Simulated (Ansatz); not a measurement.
One change: `C[Si](F)(F)[O][AlH2]` becomes `C[Si](F)(F)C#N`.

Ansatz, PBE0-D4/def2-TZVP geometries, multiplicity 1. Each molecule was computed in one conformer, which needn't be the lowest.

```tsv
property	`C[Si](F)(F)[O][AlH2]`
HOMO energy (B3LYP/def2-TZVPP) / eV	-8.41
LUMO energy (ωB97M-V/def2-TZVPP) / eV	0.25
size of the dipole moment (ωB97M-V/def2-TZVPP) / D	2.14
HOMO energy (PBE0/def2-TZVPP) / eV	-8.59
HOMO energy (ωB97M-V/def2-TZVPP) / eV	-10.82
LUMO energy (PBE0/def2-TZVPP) / eV	-1.34
```

Question: Give the same properties after the change, and the shifts. (Estimate.)

Answer: The calculation gave: 
```json
{"property": "HOMO energy (B3LYP/def2-TZVPP) / eV", "`C[Si](F)(F)C#N`": "-10.03", "shift": "-1.62"}
{"property": "LUMO energy (ωB97M-V/def2-TZVPP) / eV", "`C[Si](F)(F)C#N`": "1.23", "shift": "0.98"}
{"property": "size of the dipole moment (ωB97M-V/def2-TZVPP) / D", "`C[Si](F)(F)C#N`": "3.63", "shift": "1.49"}
{"property": "HOMO energy (PBE0/def2-TZVPP) / eV", "`C[Si](F)(F)C#N`": "-10.28", "shift": "-1.69"}
{"property": "HOMO energy (ωB97M-V/def2-TZVPP) / eV", "`C[Si](F)(F)C#N`": "-12.60", "shift": "-1.78"}
{"property": "LUMO energy (PBE0/def2-TZVPP) / eV", "`C[Si](F)(F)C#N`": "-0.92", "shift": "0.42"}
```

With PBE0 the HOMO falls by 1.69 eV and the LUMO rises by 0.42 eV, so the gap widens by about 2.11 eV. PBE moves the HOMO by -1.43 eV and ωB97M-V by -1.78 eV. Dipoles are sizes alone; their direction can turn.

B3LYP here is the variant with VWN-RPA as its local correlation; programs differ in this.
